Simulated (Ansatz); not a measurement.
A first, cheap relaxation of AlH$_{5}$O$_{2}$Si$_{2}$.

```yaml
crystal:
  periodic: [false, false, false]
  atoms:
    - {symbol: Si, position_ang: [-2.235300, -0.097700, -0.529100]}
    - {symbol: Al, position_ang: [0.057500, 0.151000, -0.692300]}
    - {symbol: O, position_ang: [1.335500, -1.113200, -0.333400]}
    - {symbol: Si, position_ang: [2.283500, 0.024800, 0.627800]}
    - {symbol: O, position_ang: [1.191600, 1.304000, 0.209200]}
    - {symbol: H, position_ang: [-2.798300, 0.940800, 0.428100]}
    - {symbol: H, position_ang: [-2.599200, -1.410000, -0.093000]}
    - {symbol: H, position_ang: [-2.845400, 0.217000, -1.865900]}
    - {symbol: H, position_ang: [2.118000, -0.298100, 2.103900]}
    - {symbol: H, position_ang: [3.575100, 0.230100, 0.147600]}
basis:
  gaussian: {orbitals: def2-SVP}
hamiltonian: {xc: pbe, dispersion: d4}
relax: {f_tol: 0.03, max_steps: 200}
```

```sh
$ ansatz run in.yaml --threads 4 --pin off --events-out ev --progress --plain
```

It prints (some lines left out):

```
Functional definition: PBE
mean field -26503.99622189 eV, -974.0038961007 hartree, gradient 6.2e-5 eV, S^2 0.000000; 0 other end points of the search recorded, 0 dependent functions left out
relax step   1: F+E_penalty+E_count = -26504.23348203 eV  Δ(F+E_penalty+E_count) = +0.000e0 eV  max|allowed force component| = 4.548e0 eV/Å  Δτ_max = 0.0000 Å  (27 SCF iters, accepted)
mean field -26504.52523079 eV, -974.0233368189 hartree, gradient 9.8e-6 eV, S^2 0.000000; 0 other end points of the search recorded, 0 dependent functions left out
relax step   2: F+E_penalty+E_count = -26504.75836603 eV  Δ(F+E_penalty+E_count) = -5.249e-1 eV  max|allowed force component| = 1.180e0 eV/Å  Δτ_max = 0.1938 Å  (30 SCF iters, accepted)
mean field -26504.62559963 eV, -974.0270253058 hartree, gradient 1.3e-5 eV, S^2 0.000000; 0 other end points of the search recorded, 0 dependent functions left out
relax step   3: F+E_penalty+E_count = -26504.85809460 eV  Δ(F+E_penalty+E_count) = -9.973e-2 eV  max|allowed force component| = 6.181e-1 eV/Å  Δτ_max = 0.1085 Å  (30 SCF iters, accepted)
mean field -26504.69648250 eV, -974.0296302033 hartree, gradient 2.6e-5 eV, S^2 0.000000; 0 other end points of the search recorded, 0 dependent functions left out
relax step   4: F+E_penalty+E_count = -26504.92815067 eV  Δ(F+E_penalty+E_count) = -7.006e-2 eV  max|allowed force component| = 1.109e-1 eV/Å  Δτ_max = 0.2000 Å  (27 SCF iters, accepted)
mean field -26504.72888594 eV, -974.0308210079 hartree, gradient 1.3e-5 eV, S^2 0.000000; 0 other end points of the search recorded, 0 dependent functions left out
relax step   5: F+E_penalty+E_count = -26504.96003104 eV  Δ(F+E_penalty+E_count) = -3.188e-2 eV  max|allowed force component| = 4.978e-2 eV/Å  Δτ_max = 0.2000 Å  (26 SCF iters, accepted)
mean field -26504.73480165 eV, -974.0310384060 hartree, gradient 1.5e-5 eV, S^2 0.000000; 0 other end points of the search recorded, 0 dependent functions left out
relax step   6: F+E_penalty+E_count = -26504.96588419 eV  Δ(F+E_penalty+E_count) = -5.853e-3 eV  max|allowed force component| = 1.414e-1 eV/Å  Δτ_max = 0.1615 Å  (27 SCF iters, accepted)
mean field -26504.73736981 eV, -974.0311327843 hartree, gradient 1.2e-5 eV, S^2 0.000000; 0 other end points of the search recorded, 0 dependent functions left out
relax step   7: F+E_penalty+E_count = -26504.96805963 eV  Δ(F+E_penalty+E_count) = -2.175e-3 eV  max|allowed force component| = 9.396e-2 eV/Å  Δτ_max = 0.0615 Å  (28 SCF iters, accepted)
mean field -26504.73941016 eV, -974.0312077659 hartree, gradient 8.9e-6 eV, S^2 0.000000; 0 other end points of the search recorded, 0 dependent functions left out
relax step   8: F+E_penalty+E_count = -26504.97044385 eV  Δ(F+E_penalty+E_count) = -2.384e-3 eV  max|allowed force component| = 7.016e-3 eV/Å  Δτ_max = 0.0340 Å  (28 SCF iters, accepted)
mean field -26504.73941016 eV, -974.0312077659 hartree, gradient 8.8e-6 eV, S^2 0.000000; 1 other end points of the search recorded, 0 dependent functions left out
Total energy: -26504.97048786 eV, -974.0396997145 hartree
Atom 0 at    -2.373957    -0.048634    -0.607960 Å, force    -0.000052     0.001351    -0.000651 eV/Å
Atom 1 at    -0.019584    -0.013018     0.013958 Å, force    -0.007016    -0.000916    -0.001810 eV/Å
Atom 2 at     1.295676    -1.205227     0.050133 Å, force     0.002859     0.001022     0.001232 eV/Å
Atom 3 at     2.338084     0.036222     0.598513 Å, force     0.000339    -0.000272     0.001341 eV/Å
Atom 4 at     1.111685     1.229542     0.587550 Å, force     0.003113    -0.000824     0.000622 eV/Å
Atom 5 at    -3.134605     0.982266     0.180921 Å, force     0.000759    -0.000378    -0.000523 eV/Å
Atom 6 at    -2.963886    -1.408642    -0.350976 Å, force     0.004150     0.000799     0.000459 eV/Å
Atom 7 at    -2.505707     0.268337    -2.074314 Å, force    -0.003607    -0.000331    -0.000097 eV/Å
Atom 8 at     2.885993    -0.225447     1.972210 Å, force    -0.001075    -0.000283    -0.000721 eV/Å
Atom 9 at     3.449302     0.333301    -0.367137 Å, force     0.000530    -0.000167     0.000149 eV/Å
Dipole moment:    -0.348274    -0.008368    -0.083828 e Å
```

Hardware: 4 threads of a server CPU on a shared host. Wall time 13 s, peak host memory 0.15 GiB.
